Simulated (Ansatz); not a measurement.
# Redistribution: CH2BrI + C2H3F2I → CHBrI2 + C2H4F2

Gas-phase species: CH2BrI `BrCI`, singlet; C2H3F2I `FCC(F)I`, singlet; CHBrI2 (bromodiiodomethane) `BrC(I)I`, singlet; C2H4F2 (1,2-difluoroethane) `FCCF`, singlet. The partners trade H for I; both sit on C, so the bond types are kept.

Shapes, held fixed at every level: PBE0-D4/def2-TZVP. Flexible molecules stand in one conformer, not always the lowest. Programs: Ansatz 0.2.0. The zero-point and thermal change to 298 K, harmonic and unscaled (PBE0-D4/def2-TZVP), is +0.1 kJ/mol.

```
                level                    kind  ΔH(298 K) (kJ/mol)  less CCSD(T)/def2-TZVPP
          HF/def2-SVP            Hartree–Fock               +29.1                     +4.8
        HF/def2-TZVPP            Hartree–Fock               +32.0                     +7.7
     SPW92/def2-TZVPP                     LDA               +29.1                     +4.8
 r2SCAN-D4/def2-TZVPP                meta-GGA               +30.9                     +6.6
r2SCAN0-D4/def2-TZVPP           global hybrid               +30.0                     +5.7
   wB97X-V/def2-TZVPP  range-separated hybrid               +26.2                     +1.9
      CCSD/def2-TZVPP   coupled cluster or CI               +25.2                     +0.9
   CCSD(T)/def2-TZVPP   coupled cluster or CI               +24.3                      0.0
```

The highest level, CCSD(T)/def2-TZVPP, gives ΔH(298 K) = +24.3 kJ/mol; the levels span +24.3 to +32.0. The column of differences is taken from that level and isn't an error. No measured value is set beside it here. For atoms past krypton def2 sets carry core potentials with scalar relativity. Relativity is left out for Br. Outer-core shells of Br, I are correlated, in sets that cover them unevenly.
